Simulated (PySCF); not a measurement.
## The second ionisation energy along the third row

Calculated with PySCF 2.14 from differences of total energies of unrestricted determinants, without spin-orbit coupling. Values in eV. The last column holds reference values (NIST; (s) semi-empirical, (t) theoretical, else measured). Unmarked ones compare directly (S terms, centres of terms, or small fine structure); those marked * lie between the lowest fine-structure levels and include a spin-orbit shift.

| element | configurations | UHF | LDA | PBE0 | r2SCAN | MP2 (valence) | SCS-MP2 (valence) | reference |
| --- | --- | --- | --- | --- | --- | --- | --- | --- |
| Mg (aug-cc-pV5Z, non-relativistic) | [Ne] 3s1 → [Ne] | 14.724 | 15.361 | 15.238 | 15.017 | n/a | n/a | 15.035 |
| Al (aug-cc-pV(5+d)Z, non-relativistic) | [Ne] 3s2 → [Ne] 3s1 | 17.521 | 18.894 | 18.651 | 18.378 | 18.333 | 18.495 | 18.829 |
| Si (aug-cc-pV(5+d)Z, non-relativistic) | [Ne] 3s2 3p1 → [Ne] 3s2 | 15.847 | 16.371 | 16.438 | 16.536 | 16.153 | 16.147 | 16.322 |
| P (aug-cc-pV(5+d)Z, non-relativistic) | [Ne] 3s2 3p2 → [Ne] 3s2 3p1 | 19.169 | 19.825 | 19.821 | 19.946 | 19.672 | 19.582 | 19.769 (s) * |
| S (aug-cc-pV(5+d)Z, non-relativistic) | [Ne] 3s2 3p3 → [Ne] 3s2 3p2 | 22.723 | 23.404 | 23.383 | 23.526 | 23.405 | 23.214 | 23.338 * |
| Cl (aug-cc-pV(5+d)Z, non-relativistic) | [Ne] 3s2 3p4 → [Ne] 3s2 3p3 | 22.594 | 23.979 | 23.840 | 23.812 | 23.547 | 23.666 | 23.771 |
| Ar (aug-cc-pV(5+d)Z, non-relativistic) | [Ne] 3s2 3p5 → [Ne] 3s2 3p4 | 26.370 | 27.829 | 27.606 | 27.671 | 27.549 | 27.577 | 27.630 * |

Problem. Which of these methods has the smallest mean absolute error against the measured values here?

Solution. PBE0, with 0.141 eV.

```
           method  elements  mean error (eV)  mean absolute error (eV)  largest error (eV)
              UHF         4           -0.818                     0.818              -1.308
              LDA         4            0.162                     0.162               0.325
             PBE0         4            0.052                     0.141               0.203
           r2SCAN         4           -0.053                     0.181              -0.451
    MP2 (valence)         3           -0.296                     0.296              -0.496
SCS-MP2 (valence)         3           -0.204                     0.204              -0.333
```

Errors include the incompleteness of the basis and the frozen core.

"Valence" correlates the outer s and p shells and, in groups 3 to 12 and the f block, the outer d or f shell, open or full, or the next shell where the ion has no valence electron left; the wider scheme adds the next inner shell.
